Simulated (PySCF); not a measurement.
**Basis and Hamiltonian dependence of the ionisation energy of Xe²⁺**

Xe²⁺ [Kr] 4d10 5s2 5p4 (3P) → Xe³⁺ [Kr] 4d10 5s2 5p3 (4S). All values are computed (PySCF 2.14, energy differences of UHF-based or UKS calculations, no spin-orbit coupling). Values in eV.

```csv
basis,Hamiltonian,functions,UHF,PBE,PBE0,MP2 (valence),CCSD(T) (valence),CCSD(T) (valence and next inner shell)
def2-SVP with the def2 core potential (28 electrons),ECP,50,29.383,30.488,30.513,29.990,30.141,n/a
aug-cc-pVTZ-PP with ECP28MDF,ECP,55,29.366,30.477,30.500,30.000,30.154,n/a
def2-TZVPPD with the def2 core potential (28 electrons),ECP,59,29.382,30.489,30.513,29.994,30.147,30.260
"aug-cc-pVTZ-PP with one added diffuse shell each of d, f type with ECP28MDF",ECP,67,29.367,30.478,30.501,30.002,30.157,n/a
ANO-RCC-VTZP,spin-free X2C,68,29.389,30.504,30.527,30.068,30.241,30.405
aug-cc-pVTZ-DK3,spin-free X2C,68,29.356,30.480,30.502,29.994,30.148,n/a
"x2c-TZVPPall with one added diffuse shell each of s, p, d, f type",spin-free X2C,76,29.319,30.459,30.474,29.896,30.038,30.154
def2-QZVPPD with the def2 core potential (28 electrons),ECP,91,29.377,30.484,30.507,30.140,30.319,n/a
aug-cc-pVQZ-PP with ECP28MDF,ECP,92,29.370,30.478,30.501,30.136,30.309,n/a
aug-cc-pwCVTZ-PP with ECP28MDF,ECP,96,29.381,30.500,30.521,30.052,30.217,n/a
"aug-cc-pVQZ-PP with one added diffuse shell each of s, p, d, f, g type with ECP28MDF",ECP,117,29.370,30.478,30.501,30.137,n/a,n/a
"x2c-QZVPPall with one added diffuse shell each of s, p, d, f type",spin-free X2C,128,29.380,30.509,30.528,30.139,n/a,n/a
dyall-av2z,non-relativistic,130,29.121,30.269,30.282,29.493,29.527,n/a
aug-cc-pV5Z-PP with ECP28MDF,ECP,139,29.372,30.482,30.504,30.194,n/a,n/a
```

Extrapolation of CCSD(T) (valence) from aug-cc-pVTZ-PP with ECP28MDF and aug-cc-pVQZ-PP with ECP28MDF: the correlation parts are 0.788 and 0.939 eV; with the X⁻³ form and unrounded values, (4³ × 0.939 − 3³ × 0.788)/(4³ − 3³) = 1.049 eV, and adding the Hartree-Fock value 29.370 eV of the larger basis gives 30.419 eV.

Frozen in the all-electron rows: valence: [Kr] 4d10; valence and next inner shell: [Ar] 3d10; with a core potential, the same shells as far as they lie outside it.

Non-relativistic rows lack the scalar-relativistic shift.

Between the lowest levels the reference is 31.05 ± 0.04 eV (semi-empirical (NIST evaluation); NIST Atomic Spectra Database, ionization energies); it includes spin-orbit coupling, which these numbers lack.
